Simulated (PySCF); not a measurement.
# GaSn: from constants to spectrum

PBE constants of GaSn, ⁴Σ⁻ (quartet), unpaired electrons σ ↑, π ↑↑ (basis Ga def2-SVP, Sn def2-SVP with ECP28; scalar-relativistic core potentials; PySCF 2.14; masses 68.9256 and 119.9022 u):

| Property | Result |
| --- | --- |
| ωe | 177.6 cm⁻¹ |
| ωexe | 0.521 cm⁻¹ |
| Be | 0.0532 cm⁻¹ |
| αe | 0.000222 cm⁻¹ |
| D (centrifugal) | 1.91e-08 cm⁻¹ |
| De to Ga + Sn | 2.31 eV |

Question: Give the vibrational terms G(v) and spacings up to v = 6.

Answer: G(v) = ωe(v+½) − ωexe(v+½)².

```tsv
v	G(v) (cm⁻¹)	G(v) − G(v−1)	Bv (cm⁻¹)
0	88.7		0.05309
1	265.2	176.6	0.05287
2	440.7	175.5	0.05264
3	615.2	174.5	0.05242
4	788.6	173.4	0.05220
5	961.0	172.4	0.05198
6	1132.4	171.3	0.05176
```

Question: How well does the Morse estimate ωe²/(4ωexe) reproduce De, and what is D0?

Answer: It gives 1.88 eV, 81 % of the computed De. D0 = De − G(0) = 2.31 − 0.01 = 2.30 eV.

These are scalar-relativistic numbers at best; spin–orbit coupling would shift them, the dissociation energy most. The state was picked by a PBE0 search and need not be the measured ground state.
